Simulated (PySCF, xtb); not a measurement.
ZnF, SMILES [F][Zn+], charge +1.

GFN2-xTB (xtb) at its own geometry gives an orbital gap of 1.91 eV.

The structure is a stationary point at B3LYP-D3(BJ)/def2-TZVPD. The spin state was assumed, not searched.

### Question
What does PBE/def2-TZVPD (PySCF) give? (Estimate from the structure and the level; the computed values follow.)

### Answer
gap 2.40 eV (levels -15.39 and -12.98 eV).
